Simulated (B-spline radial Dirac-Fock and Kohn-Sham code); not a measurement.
**Run log: Ir⁶⁺**

ΔSCF core binding energies without Breit or QED terms, calculated with a B-spline atomic structure program. Keys: rel is the Hamiltonian (dirac, or spin-free x2c and nr, where L3 and M5 stand for the whole 2p and 3d shells), method is hf or an exchange,correlation pair (spin-unpolarised, also for the hole states), nuc the nuclear model, radius_factor scales its radius, rmax is the box in bohr, h the logarithmic mesh step, order the B-spline order, points the quadrature points per cell, c_factor scales the speed of light, and damp, ndamp, maxit and tol steer the iteration. The run stops when the commutator error falls below 10·tol·max(1, Z/10), or the numerical noise floor, and the energy has settled to about 1e-8 Ha; the virial ratio is −V/T.

Input (task.json):

```json
{"items": [{"Z": 77, "q": 6, "cfg": [[1, 0, 2], [2, 0, 2], [2, 1, 6], [3, 0, 2], [3, 1, 6], [3, 2, 10], [4, 0, 2], [4, 1, 6], [4, 2, 10], [4, 3, 14], [5, 0, 2], [5, 1, 6], [5, 2, 3]], "A": 193, "rrms": 5.4032, "do": "settings", "holes": ["K", "L3", "M5"],
  "settings": [{"rel": "dirac", "method": "pbee", "nuc": "fermi", "radius_factor": 1.0, "rmax": 45.0, "h": 0.3, "order": 8, "points": 10, "c_factor": 1.0, "maxit": 62, "damp": 0.5, "ndamp": 3, "tol": 1e-08}]}]}
```

Command: `python xray2_run.py task.json out`

The program stops without a result: KeyError: "LibXCFunctional: name 'PBEE' not found.".

Q: One setting is unsound. Which, and why?

A: method names a functional that the program does not serve. With the default settings (Dirac Hartree-Fock): The ground state converged in 10 iterations, with total energy -17838.60850 Ha, virial ratio 1.87823 and highest orbital energy -86.92 eV. ΔSCF binding energies: K (1s) 76605.1 eV, L3 (2p3/2) 11345.9 eV, M5 (3d5/2) 2142.0 eV.
